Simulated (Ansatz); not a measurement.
GaF₃⁻. Total charge -1; doublet. Geometry PBE-D4/def2-TZVP, that of the neutral singlet; atoms count from 1.

Cartesian coordinates in Å:
```
Ga 0.0003 -0.0003 0.0003
F -1.6613 0.4606 0.2753
F 0.8411 0.5764 -1.4172
F 0.8199 -1.0367 1.1415
```

The highest occupied level of the charge -1 doublet lies above zero (up to 0.99 eV). By energy differences its removal costs 0.81 eV (vertical, to the charge 0 singlet, at PBE0-D4/def2-TZVPD); a positive level beside a positive removal energy at the same level points to self-interaction error.

Estimate the Mulliken populations from the PBE0/def2-TZVPD orbitals of Ansatz.


```
atom  charge (e)  spin (α − β)
 Ga1       -0.25          1.31
  F2       -0.25         -0.10
  F3       -0.25         -0.10
  F4       -0.25         -0.10
```
Mulliken values and Mayer orders depend strongly on the basis. With diffuse functions, as here, like atoms can get unlike values, and bond orders can come out too low or too high.

Where does the spin sit?

Summed by element: Ga 1.31, F -0.31, of 1 unpaired in all. Largest on single atoms: Ga1 1.31, F4 -0.10, F3 -0.10.

And the Mayer bond orders between bonded heavy atoms (over 0.3)?

Ga1–F2 0.40 (1.75 Å); Ga1–F3 0.40 (1.75 Å); Ga1–F4 0.40 (1.75 Å).
